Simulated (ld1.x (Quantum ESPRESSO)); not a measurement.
# What one change does to a pseudopotential (S, TM semilocal)

```json
{"Element": "sulfur (S)", "Generator": "ld1.x (Quantum ESPRESSO) 7.5", "Type": "norm-conserving Troullier–Martins (semilocal form)", "Functional": "LDA (PZ)", "Relativity": "scalar-relativistic", "Frozen core": "[Ne]", "Valence charge": "6", "Reference configuration": "3s2 3p4", "Partial waves": "3p (bound): rc 1.75 bohr; 3s (bound): rc 1.35 bohr", "Local potential": "the s channel", "Core correction": "a·sin(br)/r model core inside 0.65 bohr"}
```

All-electron outer shells of the reference configuration (LDA (PZ), scalar-relativistic, ld1.x):

| shell | level (eV) | outermost node (bohr) | outermost maximum (bohr) |
| --- | --- | --- | --- |
| 2s | -210.79 | 0.13 | 0.39 |
| 2p | -156.52 | – | 0.33 |
| 3s | -17.28 | 0.60 | 1.40 |
| 3p | -7.11 | 0.58 | 1.59 |

Change: wave 3s (bound): rc 1.35 bohr becomes 3s (bound): rc 1.02 bohr.

Cutoffs: the cutoffs (Ry, on a coarse ladder) from which the occupation-weighted sum of valence levels, in a spherical-Bessel basis at the reference potential, stays within 10 and 1 mRy of its value at 400 Ry; they do not see the model core or the augmentation charge, which bear on the density cutoff. Errors are all-electron minus pseudo energies relative to the spin-unpolarised reference configuration.

Predict the effect on cutoff, ghosts and configuration errors.

The potential gets harder (40 Ry and 60 Ry → 80 Ry and 230 Ry); of the 9 tests that both files solve, the error grows in 5 and shrinks in 1 by more than 15 % and 0.3 meV (median size 8.3 → 9.0 meV); the range in which the s phases agree narrows (upper end 4.1 → 2.5); neither file shows a bound ghost. A smaller radius makes the pseudo-wave follow the all-electron one further in, where it bends more sharply, so more plane waves are needed. A semilocal file is local in each channel, so a ghost entry of none says nothing of the separable form that plane-wave codes build from it.

| quantity | base | changed |
| --- | --- | --- |
| cutoff, loose | 40 Ry | 80 Ry |
| cutoff, tight | 60 Ry | 230 Ry |
| loose cutoff by channel (10 mRy a level) | p 10 Ry, s 21 Ry | p 10 Ry, s 70 Ry |
| bound ghosts | none | none |
| error for 3s2 3p3, meV [ΔE 11.86 eV] | +2.8 | +3.6 |
| error for 3s2 3p2, meV [ΔE 34.24 eV] | +22 | +29 |
| error for 3s2 3p1, meV [ΔE 68.39 eV] | +77 | +104 |
| error for 3s1 3p5, meV [ΔE 10.24 eV] | 0.0 | -4.5 |
| error for 3s2 3p0, meV [ΔE 115.38 eV] | +192 | +273 |
| error for 3s1 3p4, meV [ΔE 22.66 eV] | +4.6 | +0.6 |
| error for 3s2 3p3.5, meV [ΔE 4.71 eV] | +0.3 | +0.4 |
| error for 3s2 3p4 (spin-polarised), meV [ΔE -0.71 eV] | +8.3 | +9.0 |
| error for 3s2 3p3 (spin-polarised), meV [ΔE 9.90 eV] | +26 | +29 |
| s: phases at 1.91 bohr within 0.05 rad from the reference energy up to (Ry; the scan ends near 5) | 4.1 | 2.5 |
| p: phases at 1.91 bohr within 0.05 rad from the reference energy up to (Ry; the scan ends near 5) | to the end of the scan | to the end of the scan |
